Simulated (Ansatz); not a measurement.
Method: frozen-core CCSD(T)/cc-pVTZ // PBE0-D4/def2-TZVP (Ansatz, a program for electronic structure).

Ansatz 0.2 input:
```yaml
crystal:
  periodic: [false, false, false]
  atoms:
    - { symbol: N, position_ang: [-1.622246, 1.078698, -0.326842] }
    - { symbol: C, position_ang: [-0.734459, 0.291975, 0.065907] }
    - { symbol: O, position_ang: [0.466312, 0.308782, -0.598608] }
    - { symbol: C, position_ang: [1.437581, -0.53198, -0.17719] }
    - { symbol: O, position_ang: [1.360157, -1.299081, 0.730391] }
    - { symbol: H, position_ang: [-2.457973, 0.970379, 0.241133] }
    - { symbol: H, position_ang: [-0.76823, -0.429432, 0.881322] }
    - { symbol: H, position_ang: [2.318856, -0.389344, -0.816115] }
basis:
  gaussian: { orbitals: cc-pVTZ }
correlation:
  method: ccsd_t
```

Output:

```
Functional definition: HF
1142 factors; integrals over basis functions are off by at most 8.8e-4 eV
mean field evaluation 1: about -7661.7846 eV, gradient 4.8e1 eV
mean field evaluation 2: about -7662.0957 eV, gradient 4.8e1 eV
mean field evaluation 4: about -7666.7227 eV, gradient 4.6e0 eV
mean field evaluation 8: about -7666.8111 eV, gradient 6.2e-1 eV
mean field evaluation 16: about -7666.8142 eV, gradient 3.3e-6 eV
mean field -7666.81418306 eV, -281.7502244741 hartree, gradient 3.3e-6 eV, S^2 0.000000; 0 other end points of the search recorded, 0 dependent functions left out
5 core orbitals not correlated
reference -7666.81418306 eV, -281.7502244741 hartree; 14, 14 occupied and 173, 173 virtual orbitals, 1142 factors
second order -26.51426308 eV of doubles, -0.00000000 eV of singles
cycle   1  -25.95037540 eV  change    5.6e-1 eV  update   1.3e-1
cycle   2  -26.66621002 eV  change   -7.2e-1 eV  update   3.9e-2
cycle   3  -26.84104404 eV  change   -1.7e-1 eV  update   2.0e-2
cycle   4  -26.81490555 eV  change    2.6e-2 eV  update   4.8e-3
cycle   5  -26.81357773 eV  change    1.3e-3 eV  update   2.2e-3
cycle   6  -26.81502242 eV  change   -1.4e-3 eV  update   5.9e-4
cycle   7  -26.81473179 eV  change    2.9e-4 eV  update   2.5e-4
cycle   8  -26.81453807 eV  change    1.9e-4 eV  update   7.3e-5
cycle   9  -26.81455222 eV  change   -1.4e-5 eV  update   3.3e-5
perturbative correction -1.21324287 eV, -0.0445858531 hartree
Total energy: -7694.84197815 eV, -282.7802269457 hartree
```

Cost: very roughly 2.9 core-minutes.
